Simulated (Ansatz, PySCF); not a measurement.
Gas-phase reaction (SMILES): [OH][AlH2] + F (HF) → [F][AlH2] + O (H2O); hydrogen fluoride cleaves one Al-O bond, a model of a ligand-exchange step.

Structures are relaxed separately at B3LYP-D3(BJ)/def2-TZVP in Ansatz (a program for electronic structure), one conformer each, not searched for the lowest. Cores are frozen in the correlated levels unless marked. No spin-orbit coupling. No relativistic terms. CBS(X,Y): correlation extrapolated as X^-3; Hartree-Fock from the larger set (for Q and 5 zeta extrapolated as (X+1)exp(-9√X)). Thermal terms are rigid-rotor harmonic-oscillator values from B3LYP-D3(BJ) frequencies (Ansatz or PySCF) at 298.15 K and 1 atm. 1 Eh = 627.5095 kcal/mol.

```csv
species,"E, CCSD(T)/CBS(cc-pV(Q+d)Z,cc-pV(5+d)Z) (Ansatz) (Eh)","E, wB97M-V/def2-TZVPD (Ansatz) (Eh)",H - E (Eh),G - E (Eh)
[OH][AlH2],-319.02646,-319.48942,0.03129,0.00261
F (HF),-100.39528,-100.46200,0.01259,-0.00713
[F][AlH2],-343.06412,-343.53649,0.01964,-0.00772
O (H2O),-76.37670,-76.43347,0.02495,0.00353
```

Question: Work out ΔE and ΔH, ΔG, ΔS and the equilibrium constant at 298.15 K at the first level, then ΔH at the second.

Answer: 
1. ΔE = [(-343.06412) + (-76.37670)] - [(-319.02646) + (-100.39528)] = -0.01908 Eh = -12.0 kcal/mol at CCSD(T)/CBS(cc-pV(Q+d)Z,cc-pV(5+d)Z).
2. The terms H - E add up to 0.00071 Eh, so ΔH = (-0.01908 + (0.00071))×627.5095 = -11.5 kcal/mol.
3. The terms G - E add up to 0.00033 Eh, so ΔG = -11.8 kcal/mol, and ΔS = (0.00071 - (0.00033))×627509.5/298.15 = 0.8 cal/(mol K).
4. log10 K = -ΔG/(RT ln 10) = 8.6, with RT ln 10 = 1.3642 kcal/mol.
5. At wB97M-V/def2-TZVPD the same steps give ΔE = -11.6 and ΔH = -11.2 kcal/mol, a shift of +0.3 from the first level.
6. These values are not checked against measurement here, since the tables used lack a sound gas-phase enthalpy of formation for at least one species.
